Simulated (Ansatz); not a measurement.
Nudged elastic band run: PdC$_{18}$

Input file:

```yaml
crystal:
  lattice:
    - [7.398, 0.0, 0.0]
    - [-3.699, 6.406856, 0.0]
    - [0.0, 0.0, 13.0]
  atoms:
    - { symbol: C, position: [0.00366156, 0.00255251, 0.07541103] }
    - { symbol: C, position: [0.2263753, 0.11488524, 0.07539315] }
    - { symbol: C, position: [0.00357945, 0.33566553, 0.07333106] }
    - { symbol: C, position: [0.22601308, 0.44844075, 0.07410315] }
    - { symbol: C, position: [0.00406545, 0.66903237, 0.07426581] }
    - { symbol: C, position: [0.22650659, 0.7817999, 0.07326932] }
    - { symbol: C, position: [0.33695716, 0.00248126, 0.07514695] }
    - { symbol: C, position: [0.55966383, 0.11491276, 0.07524652] }
    - { symbol: C, position: [0.33493476, 0.33437377, 0.07868782] }
    - { symbol: C, position: [0.55876319, 0.44622248, 0.08697174] }
    - { symbol: C, position: [0.33647455, 0.6690946, 0.07389403] }
    - { symbol: C, position: [0.55912013, 0.78306461, 0.07843211] }
    - { symbol: C, position: [0.67035123, 0.00257282, 0.07530245] }
    - { symbol: C, position: [0.89309119, 0.11499868, 0.07523393] }
    - { symbol: C, position: [0.67096617, 0.33444196, 0.07846323] }
    - { symbol: C, position: [0.89359207, 0.44836691, 0.07409929] }
    - { symbol: C, position: [0.67129281, 0.67124389, 0.08698489] }
    - { symbol: C, position: [0.89512607, 0.78305802, 0.07875211] }
    - { symbol: Pd, position: [0.61398102, 0.55865993, 0.2439349] }
basis:
  ecutwfc: 420.0
kpoints:
  mp_grid: { grid: [2, 2, 1] }
hamiltonian:
  xc: pbe
scf:
  occupations: { method: gaussian, width: 0.02 }
  lower_state_search: "off"
  max_iter: 56
neb:
  images: 2
  f_tol: 0.05
  max_iterations: 50
  order_check: false
  final_atoms:
    - { symbol: C, position: [0.00324903, 0.00675772, 0.07602964] }
    - { symbol: C, position: [0.22425334, 0.11525253, 0.07459112] }
    - { symbol: C, position: [0.00285458, 0.3390425, 0.07265247] }
    - { symbol: C, position: [0.22438477, 0.44876978, 0.07448926] }
    - { symbol: C, position: [0.00355561, 0.67182066, 0.07770555] }
    - { symbol: C, position: [0.2241925, 0.78171834, 0.0767071] }
    - { symbol: C, position: [0.33602607, 0.00538548, 0.07590558] }
    - { symbol: C, position: [0.55766585, 0.11525253, 0.07459112] }
    - { symbol: C, position: [0.33573544, 0.33836495, 0.07376953] }
    - { symbol: C, position: [0.55621681, 0.44576695, 0.07562155] }
    - { symbol: C, position: [0.33493172, 0.67182066, 0.07770555] }
    - { symbol: C, position: [0.55669337, 0.78282205, 0.08232695] }
    - { symbol: C, position: [0.67017536, 0.00675772, 0.07602964] }
    - { symbol: C, position: [0.89124855, 0.11583044, 0.07271183] }
    - { symbol: C, position: [0.66929617, 0.33836495, 0.07376953] }
    - { symbol: C, position: [0.89105167, 0.44876978, 0.07448926] }
    - { symbol: C, position: [0.66844753, 0.67022839, 0.08271659] }
    - { symbol: C, position: [0.89279534, 0.78282205, 0.08232695] }
    - { symbol: Pd, position: [0.69796698, 0.72926729, 0.24124547] }
```

Command:

```bash
$ ansatz run input.yaml --threads 1 --pin off --max-ram 3072MiB --backend cpu --events-out ev --progress --plain --runs-dir out
```

Output, in part (warnings, iteration lines):

```
NEB end point (image 0): max|allowed force component| = 2.172e-2 eV/Å (the criterion of neb.relax_end_points is 1.000e-2)
NEB end point (image 3): max|allowed force component| = 2.599e-2 eV/Å (the criterion of neb.relax_end_points is 1.000e-2)
NEB iter   1: max|band force component| = 2.921e-1 eV/Å  barrier→ = 0.0844 eV  barrier← = 0.0439 eV  CI = image 2  Δτ_max = 0.0840 Å  (49 SCF iters)
NEB iter   2: max|band force component| = 2.088e-1 eV/Å  barrier→ = 0.0832 eV  barrier← = 0.0427 eV  CI = image 2  Δτ_max = 0.0292 Å  (25 SCF iters)
NEB iter   3: max|band force component| = 1.919e-1 eV/Å  barrier→ = 0.0830 eV  barrier← = 0.0425 eV  CI = image 2  Δτ_max = 0.0303 Å  (26 SCF iters)
NEB iter   4: max|band force component| = 1.113e-1 eV/Å  barrier→ = 0.0800 eV  barrier← = 0.0395 eV  CI = image 2  Δτ_max = 0.0422 Å  (21 SCF iters)
NEB iter   5: max|band force component| = 1.806e-1 eV/Å  barrier→ = 0.0761 eV  barrier← = 0.0356 eV  CI = image 2  Δτ_max = 0.0211 Å  (17 SCF iters)
NEB iter   6: max|band force component| = 1.882e-1 eV/Å  barrier→ = 0.0745 eV  barrier← = 0.0340 eV  CI = image 2  Δτ_max = 0.0211 Å  (12 SCF iters)
NEB iter   7: max|band force component| = 1.170e-1 eV/Å  barrier→ = 0.0733 eV  barrier← = 0.0328 eV  CI = image 2  Δτ_max = 0.0422 Å  (12 SCF iters)
NEB iter   8: max|band force component| = 7.590e-2 eV/Å  barrier→ = 0.0732 eV  barrier← = 0.0327 eV  CI = image 2  Δτ_max = 0.0460 Å  (14 SCF iters)
NEB iter   9: max|band force component| = 4.646e-2 eV/Å  barrier→ = 0.0725 eV  barrier← = 0.0320 eV  CI = image 2  Δτ_max = 0.0000 Å  (15 SCF iters)
```

The run converged. The order of the stationary point at the top wasn't checked. So few images can step over the top or miss a turn of the path. Limits of this set-up: coarse k mesh, slab without dipole correction.

Final band:

```json
{"image": "0", "path coordinate (Å)": "0.00", "energy (eV)": "0.000"}
{"image": "1", "path coordinate (Å)": "0.37", "energy (eV)": "0.035"}
{"image": "2", "path coordinate (Å)": "0.75", "energy (eV)": "0.072"}
{"image": "3", "path coordinate (Å)": "1.10", "energy (eV)": "0.040"}
```

Run time: 3.7 min on 1 thread of Arm Neoverse V1 (shared host), peak memory 0.85 GiB.
